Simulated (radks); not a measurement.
Results of a calculation; reference values are marked as such.
Neutral oxygen inside a hard spherical wall (all orbitals vanish at R), configuration held at [He] 2s2 2p4 and not refilled when levels cross. Level of theory: non-relativistic Kohn-Sham, r2SCAN, spin-polarised, spherical densities, point nucleus; open shells are filled with parallel spins first; meta-GGA in the generalised Kohn-Sham scheme (a radial shooting solver on a logarithmic mesh with Libxc functionals). Eigenvalues in eV for spin up, with the zero of energy where the potential of the charges vanishes at infinity; a dash marks a level that is unbound or too diffuse for the functional's potential to be trusted. A positive occupied level is held by the wall or, in an anion where self-interaction has pushed it up, behind a barrier. The pressure on the wall is -dE/dV.

[
 {"R (bohr)": "free", "E (hartree)": "-75.03333", "kinetic (hartree)": "74.831", "e(1s)": "-520.09", "e(2s)": "-26.933", "e(2p)": "-10.962", "e(3s, empty)": "-", "e(3p, empty)": "-", "pressure (GPa)": "0"},
 {"R (bohr)": "15", "E (hartree)": "-75.03333", "kinetic (hartree)": "74.831", "e(1s)": "-520.09", "e(2s)": "-26.933", "e(2p)": "-10.962", "e(3s, empty)": "-", "e(3p, empty)": "-", "pressure (GPa)": "< 0.0001"},
 {"R (bohr)": "12", "E (hartree)": "-75.03333", "kinetic (hartree)": "74.831", "e(1s)": "-520.09", "e(2s)": "-26.933", "e(2p)": "-10.962", "e(3s, empty)": "-", "e(3p, empty)": "-", "pressure (GPa)": "< 0.0001"},
 {"R (bohr)": "10", "E (hartree)": "-75.03333", "kinetic (hartree)": "74.831", "e(1s)": "-520.09", "e(2s)": "-26.933", "e(2p)": "-10.962", "e(3s, empty)": "0.959", "e(3p, empty)": "2.363", "pressure (GPa)": "< 0.0001"},
 {"R (bohr)": "8", "E (hartree)": "-75.03329", "kinetic (hartree)": "74.832", "e(1s)": "-520.08", "e(2s)": "-26.927", "e(2p)": "-10.956", "e(3s, empty)": "1.775", "e(3p, empty)": "3.783", "pressure (GPa)": "0.00254"},
 {"R (bohr)": "5", "E (hartree)": "-75.02768", "kinetic (hartree)": "74.873", "e(1s)": "-519.65", "e(2s)": "-26.622", "e(2p)": "-10.638", "e(3s, empty)": "7.260", "e(3p, empty)": "11.488", "pressure (GPa)": "0.907"},
 {"R (bohr)": "2.5", "E (hartree)": "-74.39561", "kinetic (hartree)": "77.599", "e(1s)": "-504.94", "e(2s)": "-17.230", "e(2p)": "0.020", "e(3s, empty)": "63.310", "e(3p, empty)": "67.451", "pressure (GPa)": "514"}
]
